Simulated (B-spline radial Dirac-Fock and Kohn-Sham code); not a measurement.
# Elastic and transport cross sections of erbium for electrons

Level of theory: relativistic (Dirac) partial waves in the static field of the Dirac-Fock atom with Furness-McCarthy exchange, without polarisation or absorption potentials; a B-spline atomic structure program. σ_tr1 and σ_tr2 weight the cross section with 1 − P₁ and 1 − P₂ of cos θ; "backward" is the share scattered beyond 90°.

| energy (eV) | σ (a₀²) | σ_tr1 (a₀²) | σ_tr2 (a₀²) | σ/σ_tr1 | backward (%) |
| --- | --- | --- | --- | --- | --- |
| 43800 | 1.21 | 0.0143 | 0.0306 | 84.6 | 0.21 |
| 49000 | 1.12 | 0.0120 | 0.0260 | 93.8 | 0.18 |
| 50000 | 1.11 | 0.0116 | 0.0252 | 95.5 | 0.17 |
| 74900 | 0.857 | 0.00617 | 0.0140 | 139 | 0.10 |
| 78600 | 0.831 | 0.00572 | 0.0130 | 145 | 0.096 |
| 96500 | 0.732 | 0.00414 | 0.00959 | 177 | 0.073 |
| 100000 | 0.716 | 0.00392 | 0.00909 | 183 | 0.070 |
| 118000 | 0.648 | 0.00302 | 0.00711 | 214 | 0.056 |
| 124000 | 0.629 | 0.00280 | 0.00661 | 225 | 0.052 |
| 126000 | 0.623 | 0.00273 | 0.00645 | 228 | 0.051 |
| 200000 | ? | ? | ? | ? | ? |
| 300000 | 0.399 | 0.000716 | 0.00179 | 558 | 0.015 |

Question: Fill in the row for 200 keV.

Answer: σ = 0.483 a₀², σ_tr1 = 0.00133 a₀², σ_tr2 = 0.00325 a₀², σ/σ_tr1 = 363, backward 0.027 %. The ratio σ/σ_tr1 is roughly the number of elastic collisions that randomise the direction.

Values without a named source are computed, but for edge energies of neutral atoms, which are taken from tables.
